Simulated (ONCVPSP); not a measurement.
What the settings do to the ONCV potential of antimony (Sb)

Base potential:

Sb (Z = 51), optimised norm-conserving Vanderbilt (ONCV), made with ONCVPSP 4.0.1 (PBE, scalar-relativistic). Core [Kr] 4d10, reference 5s2 5p3. Waves: 5s: rc 1.80 bohr, ncon 3, nbas 8, qcut 3.4 1/bohr, 2 projectors, debl 1.5 Ha; 5p: rc 2.50 bohr, ncon 4, nbas 8, qcut 3.3 1/bohr, 2 projectors, debl 3 Ha; d scattering state at 0.13 Ha: rc 2.55 bohr, ncon 3, nbas 8, qcut 3.6 1/bohr, 2 projectors, debl 1.4 Ha. Local part: polynomial inside 1.25 bohr (lpopt 5, dvloc0 -1 Ha). Core correction: none.

All-electron outer shells of the reference configuration (PBE, scalar-relativistic, ld1.x):

```json
{"shell": "4p", "level (eV)": "-101.79", "outermost node (bohr)": "0.39", "outermost maximum (bohr)": "0.76"}
{"shell": "4d", "level (eV)": "-33.51", "outermost node (bohr)": "0.38", "outermost maximum (bohr)": "0.84"}
{"shell": "5s", "level (eV)": "-12.83", "outermost node (bohr)": "0.95", "outermost maximum (bohr)": "1.90"}
{"shell": "5p", "level (eV)": "-4.83", "outermost node (bohr)": "1.04", "outermost maximum (bohr)": "2.35"}
```

Cutoffs, loose and tight: the cutoffs (Ha) at which the residual kinetic energy of the hardest occupied pseudo-wave falls to 1 and 0.1 mHa per electron. They do not see the model core or the augmentation charge, which bear on the density cutoff. Test errors are all-electron minus pseudo excitation energies from the reference, over the configurations 5s2 5p2; 5s2 5p1; 5s2 5p0; 5s1 5p3. A dash means not determined; rows that change the core or the reference have their own tests.

2 further variants are left out, since the program set their typed debl aside.

For the base: The cutoffs count occupied waves only; projector 2 of the d channel, the hardest unoccupied one, needs 45 Ha at the loose tolerance.

A true bound ghost makes a file unfit for plane-wave use even where its test errors are small: the radial tests pick states by their node count and pass the ghost by.

```tsv
change	outcome	cutoff, loose	cutoff, tight	bound ghosts	GHOST(+) flags above zero	largest test error (meV)
base	generated	9.7 Ha	51 Ha	s	p, d	-51
s: debl 0.65	generated	9.7 Ha	51 Ha	s	p, d	-51
s: debl 0.8	generated	9.7 Ha	51 Ha	s	p, d	-51
s: debl 1.85	generated	9.7 Ha	51 Ha	s	p, d	-50
s: debl 2.8	generated	9.7 Ha	51 Ha	s	p, d	-50
s: debl 4	generated	9.7 Ha	51 Ha	s	p, d	-52
```

Reading the sweep of the debl of the s channel (base included, trends over the rows without a ghost): Bound ghosts are found at 0.65, 0.8, 1.5, 1.85, 2.8, 4 Ha. Every judged row has one, so this setting neither creates nor removes them.
